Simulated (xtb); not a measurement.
TaOF₃, SMILES [O]=[Ta]([F])([F])[F], multiplicity 1. All values are semi-empirical tight-binding results from xtb (GFN2-xTB unless named), good for trends rather than for accurate numbers. The structure is a stationary point at GFN2-xTB. The spin state was assumed, not searched. The isomer is the one that the SMILES or the coordinates give; other isomers of the formula were not compared.

Optimised geometry:

```xyz
5

Ta     0.0000     0.0000    -0.0274
O      0.0000     0.0000    -1.7283
F      1.4993     0.8656     0.5862
F      0.0000    -1.7312     0.5862
F     -1.4993     0.8656     0.5862
```
Charge 0, spin multiplicity 1.

For metal compounds this method's bond lengths and energies can be far off.

| Item | Value |
|---|---|
| point group as xtb finds it | C3v |
| orbital gap | 4.68 eV |
| zero-point energy | 4.2 kcal/mol |
| G − E(el) at 298.15 K (modified RRHO) | -15.4 kcal/mol |

**Question.** Give the atomic charges and the Wiberg bond orders between heavy atoms. (An estimate is asked for; the answer gives what the named calculation found.)

**Answer.** charges (e) Ta1 1.53, O2 -0.48, F3 -0.35, F4 -0.35, F5 -0.35. Bond orders Ta1–O2 2.18, Ta1–F3 1.00, Ta1–F4 1.00, Ta1–F5 1.00.
